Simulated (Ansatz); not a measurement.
Consider the hydrogenolysis of a Zn–F bond: `C[CH2][Zn][F]` + H₂ → `C[CH2][ZnH]` + H–F.

Calculated with Ansatz (gas phase, PBE0-D4/def2-TZVP geometries, no zero-point term in ΔE). CCSD(T)/CBS is the MP2 limit (def2-TZVPP, def2-QZVPP) plus CCSD(T) − MP2 in def2-TZVPP, frozen cores. This one scheme is used for every species. Functionals use def2-TZVPP. For Zn outer-core shells are correlated without core-valence functions, which leaves a few kJ/mol of doubt a bond. Scalar relativity is left out up to krypton. Each species was taken in one conformer, which may not be the lowest.

`C[CH2][Zn][F]`:

```xyz
9

C    -0.173   -0.186    1.125
C    -0.372   -0.357   -0.379
Zn    0.747    0.753   -1.489
F     1.766    1.762   -2.503
H    -0.379    0.835    1.453
H    -0.840   -0.846    1.688
H     0.848   -0.423    1.433
H    -0.189   -1.394   -0.675
H    -1.409   -0.143   -0.655
```

H₂:

Z-matrix (Å, degrees):
```
H
H 1 0.746
```

`C[CH2][ZnH]`:

Cartesian coordinates in Å:
```
C 0.587 -0.510 -0.833
C -0.600 0.157 -0.137
Zn -0.283 0.727 1.706
H 1.455 0.153 -0.888
H 0.345 -0.804 -1.860
H 0.912 -1.415 -0.311
H -1.461 -0.521 -0.134
H -0.923 1.036 -0.707
H -0.032 1.177 3.165
```

H–F:

Cartesian coordinates in Å:
```
F -0.033 0.458 -0.017
H 0.033 -0.458 0.017
```

```csv
level,ΔE (eV)
r2SCAN-D4,0.82
PBE0-D4,0.68
PBE,0.76
BLYP,0.86
r2SCANh,0.79
HF/def2-SVP,0.66
HF/def2-QZVPP,0.75
SCS-MP2/def2-QZVPP,0.82
```

Problem. What does CCSD(T)/CBS give? (Best estimate.)

Solution. Computed: +0.78 eV. The listed levels differ from it by 0.04, -0.10, -0.02, 0.08, 0.01, -0.12, -0.03, 0.04 eV.

Largest T1 diagnostic among the species: 0.015.

At CCSD(T), def2-SVP lies −0.06 eV from the extrapolated value and def2-TZVPP −0.08 eV. From BLYP to BHLYP (50 % exact exchange), in def2-TZVPP and without D4, ΔE moves by −0.12 eV. Leaving LDA and LC-ωPBE aside and taking each functional with its dispersion term where it has one, the values, not all of them listed here, spread over 0.17 eV, from HSE06-D4 to BLYP-D4. LDA lies −0.08 eV from PBE without D4.
